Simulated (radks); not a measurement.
Task: All-electron calculation, scalar-relativistic Kohn-Sham, LB94 model potential, spin-unpolarised, spherical densities, finite nucleus; Fermi nuclear charge, rms radius of each element as measured or else 0.836 A^(1/3) + 0.57 fm. Program: a radial shooting solver on a logarithmic mesh with Libxc functionals. Response by self-consistent Sternheimer equations with the Hartree and adiabatic LDA kernel, the relativistic mass of each level held fixed and spin-orbit coupling left out. Rank Br5+, Br6+, Br3+, Br4+, Br2+, Br, Br+ (NIST ground configurations) by static dipole polarisability, largest first.

Result: Br 20.38, Br+ 12.15, Br2+ 8.043, Br3+ 5.675, Br4+ 4.196, Br5+ 3.243, Br6+ 1.887 bohr^3.
